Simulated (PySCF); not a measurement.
Run record: geometry optimisation, `c1cccc(N)c1Cl` (2-chloroaniline).

Computed with PBE0-D3(BJ)/def2-SVP geometry optimisation, gas phase (PySCF 2.14.0). Start geometry: GFN2-xTB. The input is one job of a driver script: a line of settings, then coordinates in Å.

Input:
```
{"job": {"xc": "PBE0", "basis": "def2-SVP", "d3": "d3bj", "grid": 2, "kind": "geom"}, "charge": 0, "multiplicity": 1}
N      2.251512    -0.329143    -0.024050
C      0.891011    -0.158102    -0.025425
C      0.022123    -1.247189    -0.125763
C     -1.345930    -1.077159    -0.058087
C     -1.889854     0.185183     0.109932
C     -1.050637     1.282208     0.209094
C      0.316860     1.107398     0.141019
Cl     1.358310     2.497845     0.255559
H      2.605809    -1.181264    -0.423745
H      2.803647     0.498061    -0.185908
H      0.442746    -2.233567    -0.256876
H     -1.992341    -1.937899    -0.139150
H     -2.958611     0.318894     0.164074
H     -1.455322     2.274260     0.337160
```

Output:
```
step   0  E = -746.38484189  max force = 0.010933
step   1  E = -746.38591962  max force = 0.002068
step   2  E = -746.38592464  max force = 0.000776
step   3  E = -746.38592727  max force = 0.001029
step   4  E = -746.38593032  max force = 0.000108
optimisation converged
```

Energies in Eh; «max force» is the largest Cartesian gradient component in Eh/bohr.

Give the first gradient maximum in eV/Å.

With 1 Eh/bohr = 51.422 eV/Å, 0.562 eV/Å.

Summary of the converged run: final energy -746.38593 Eh after 4 steps; dipole 1.86 D.

Give the final coordinates.

0.018 Å rms from the input after alignment:
```
atom  x, y, z in Å
N1     2.3118   -0.1945    0.0461
C2     0.9511   -0.0326    0.0663
C3     0.0720   -1.1260   -0.0337
C4    -1.3053   -0.9565    0.0341
C5    -1.8591    0.3122    0.2038
C6    -1.0113    1.4126    0.3010
C7     0.3660    1.2395    0.2317
Cl8    1.4145    2.6268    0.3392
H9     2.6704   -1.0426   -0.3688
H10    2.8614    0.6383   -0.1228
H11    0.4951   -2.1260   -0.1613
H12   -1.9547   -1.8314   -0.0471
H13   -2.9406    0.4484    0.2581
H14   -1.4076    2.4216    0.4286
```

How long does this job take on one thread, AMD EPYC 9R45 (x86_64), shared host with 96 logical CPUs at a one-minute load of 27? And the peak memory of the process?

About 26 s, with 0.73 GiB resident at the peak, the Python interpreter and its libraries included.
Labels such as C1 count atoms from 1, the log's own numbers from 0.
